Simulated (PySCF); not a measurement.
# Electron correlation in Ru (ruthenium, neutral)

[Kr] 4d8, high-spin 3F determinant (an excited configuration). All numbers are calculated (PySCF 2.14, scalar relativity by spin-free X2C-1e, in aug-cc-pVTZ-DK (9s8p6d3f2g, 102 functions)). Frozen: [Kr]; 8 electrons correlated.

```json
{"level": "CCSD", "correlation energy (mhartree)": "-224.35"}
{"level": "(T)", "correlation energy (mhartree)": "-13.35"}
{"level": "CCSD(T)", "correlation energy (mhartree)": "-237.70"}
```

Diagnostics: T1 = 0.0097, D1 = 0.0159, largest double amplitude 0.022.

Cost of the coupled-cluster step: of the order of 40 core-seconds, for 8 correlated electrons.

Iterations:

```
CC2 = 0
CCSD nocc = (np.int64(5), np.int64(3)), nmo = (84, 84)
frozen orbitals [[0, 1, 2, 3, 4, 5, 6, 7, 8, 9, 10, 11, 12, 13, 14, 15, 16, 17], [0, 1, 2, 3, 4, 5, 6, 7, 8, 9, 10, 11, 12, 13, 14, 15, 16, 17]]
max_cycle = 100
direct = 0
conv_tol = 1e-08
conv_tol_normt = 1e-06
diis_space = 8
diis_start_cycle = 0
Init t2, MP2 energy = -0.23388060306964
Init E_corr(UCCSD) = -0.233880603072271
cycle = 1  E_corr(UCCSD) = -0.220090497143341  dE = 0.0137901059  norm(t1,t2) = 0.0616723
cycle = 2  E_corr(UCCSD) = -0.224066889207799  dE = -0.00397639206  norm(t1,t2) = 0.0276013
cycle = 3  E_corr(UCCSD) = -0.223638391382837  dE = 0.000428497825  norm(t1,t2) = 0.0160353
cycle = 4  E_corr(UCCSD) = -0.224097104456584  dE = -0.000458713074  norm(t1,t2) = 0.00753138
cycle = 5  E_corr(UCCSD) = -0.224310645513392  dE = -0.000213541057  norm(t1,t2) = 0.00357054
cycle = 6  E_corr(UCCSD) = -0.224353379894493  dE = -4.27343811e-05  norm(t1,t2) = 0.00201001
cycle = 7  E_corr(UCCSD) = -0.224336058642819  dE = 1.73212517e-05  norm(t1,t2) = 0.000904354
cycle = 8  E_corr(UCCSD) = -0.224338451821931  dE = -2.39317911e-06  norm(t1,t2) = 0.000526462
cycle = 9  E_corr(UCCSD) = -0.224351262058327  dE = -1.28102364e-05  norm(t1,t2) = 0.000190953
cycle = 10  E_corr(UCCSD) = -0.224350422376115  dE = 8.39682212e-07  norm(t1,t2) = 9.48479e-05
cycle = 11  E_corr(UCCSD) = -0.224348747882162  dE = 1.67449395e-06  norm(t1,t2) = 5.51074e-05
cycle = 12  E_corr(UCCSD) = -0.22435000091895  dE = -1.25303679e-06  norm(t1,t2) = 2.18634e-05
cycle = 13  E_corr(UCCSD) = -0.224349746632668  dE = 2.54286282e-07  norm(t1,t2) = 9.36093e-06
cycle = 14  E_corr(UCCSD) = -0.224349775892104  dE = -2.92594364e-08  norm(t1,t2) = 4.04038e-06
cycle = 15  E_corr(UCCSD) = -0.224349784633181  dE = -8.7410767e-09  norm(t1,t2) = 1.7739e-06
cycle = 16  E_corr(UCCSD) = -0.224349777252122  dE = 7.38105863e-09  norm(t1,t2) = 7.94165e-07
UCCSD converged
E(UCCSD) = -4527.996998125835  E_corr = -0.224349777252122
UCCSD(T) correction = -0.0133526636076622
```
